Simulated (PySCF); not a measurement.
**Structure from 2D NMR**

Compound of formula C₈H₈. Correlations simulated from computed shifts and couplings:

HSQC (one-bond C–H):
```tsv
δH	δC	$^{1}J$(C,H) (Hz)
1.97	5.1	139
1.19	1.9	174
0.70	11.6	171
0.62	11.6	173
```

COSY cross peaks (|J| ≥ 2 Hz):
```tsv
δH	δH	abs. J (Hz)	bonds
1.19	0.70	9.5	3
1.19	0.62	5.8	3
0.70	0.62	7.5	3
```

HMBC (two and three bonds, |J| ≥ 2.5 Hz):
```tsv
δH	δC [abs. J in Hz]
1.97	73.3 [12.1], 70.4 [6.2]
1.19	82.5 [4.0], 66.4 [5.1]
0.70	82.5 [3.7]
0.62	82.5 [7.2], 1.9 [2.8]
```

Carbons without hydrogens: δ 82.5, 73.3, 70.4, 66.4.

[PySCF 2.14.0 with density-fitted response routines: PBE0-D3(BJ)/def2-SVP structure; spin–spin couplings from B3LYP/pcJ-1 (without the spin–dipole term); σ from GIAO-B3LYP/pcSseg-1; in vacuum; no relativistic terms; averaged over atoms made equivalent by symmetry, fast rotation or ring inversion; one conformer]

References, each an isolated molecule treated in the same way: $^{1}$H (31.38 ppm), $^{13}$C (179.24 ppm) vs TMS.

Exchangeable hydrogens are left out of these lists, and C,H couplings along chains are those of one rotamer, so weak HMBC peaks may be missing or extra.

Q: Assemble the structure.

A: `InChI=1S/C8H8/c1-2-3-4-5-8-6-7-8/h8H,6-7H2,1H3`.

Numbering as in the mapped SMILES `[CH3:1][C:2]#[C:3][C:4]#[C:5][CH:6]1[CH2:7][CH2:8]1`. Hydrogens are named by the atom that carries them. Ha(C7), Ha(C8) are cis to C5 on the ring; Hb(C7), Hb(C8) are trans to C5 on the ring.

- δC 82.5 is C5, an alkyne carbon.
- δC 73.3 is C2, an alkyne carbon.
- δC 70.4 is C3, an alkyne carbon.
- δC 66.4 is C4, an alkyne carbon.
- δC 11.6 is C7/C8, a three-membered-ring carbon (δH 0.70, 0.62).
- δC 5.1 is C1, a propargylic methyl carbon (δH 1.97).
- δC 1.9 is C6, a three-membered-ring carbon (δH 1.19).
- HMBC from δH 1.97 reaches the proton-free carbons C2, C3.
- HMBC from δH 1.19 reaches the proton-free carbons C5, C4.
- HMBC from δH 0.70 reaches the proton-free carbon C5.
- HMBC from δH 0.62 reaches the proton-free carbon C5.
- COSY links 1.19–0.70, 1.19–0.62, 0.70–0.62.

The shifts were computed for this structure.

Unscaled 3J(H,H) at this level run about 10 % above measured values. Shifts are as computed. Against solution values, carbons near 30 ppm lie about +2 ppm off and those near 130 ppm about +6 ppm. Of 1211 compounds with measured shifts, 218 miss one by over three times the rms of a fit or turn the order of signals round; such compounds aren't used in these exercises.
